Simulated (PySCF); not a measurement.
Core-level binding energies of `CC[BH2-]N`

C₂H₉BN (charge -1).
Numbering: `[CH3:1][CH2:2][BH2-:3][NH2:4]`

Computed with delta-SCF UKS SCAN, pcX-2 on the ionised atom, pcseg-1 elsewhere, spin-free X2C (PySCF). Each binding energy is the total energy of the core-ionised species, with the hole localised on one atom, minus that of the ground state; both are solved self-consistently, so orbital relaxation is included.

Q: Give the core binding energies atom by atom.

A: 
```csv
atom(s),environment,level,binding energy (eV),above the level's lowest (eV),count
N4,boron-bound nitrogen,N 1s,398.42,0.00,1
C1,methyl carbon,C 1s,285.74,+1.50,1
C2,sp3 carbon bound to boron,C 1s,284.24,0.00,1
B3,four-coordinate boron,B 1s,187.96,0.00,1
```

Lowest listed C 1s: C2, bonded to C, 2 H and B. Highest, 1.50 eV above it: C1, bonded to C and 3 H.

Q: Give the binding energy of C 1s of C2 in hartree and in kJ/mol.

A: 284.24 eV = 10.4456 Eh = 27425 kJ/mol.

Q: Which photon wavelength matches the C 1s of C2 threshold?

A: λ = hc/E = 12398.42 eV Å / 284.24 eV = 43.620 Å.

The species carries charge -1, so core ionisation leaves a neutral species. The basis sets have no added diffuse functions. Isolated species at its PBE0-D3(BJ)/def2-SVP geometry (one conformer only). The geometry's basis has no diffuse functions, a weakness for an anion.

The values belong to the conformer `[CH3:1][CH2:2][BH2-:3][NH2:4]`: C1–C2–B3–N4 -178°, H–N4–B3–C2 -66°, H–N4–B3–C2 -177°.
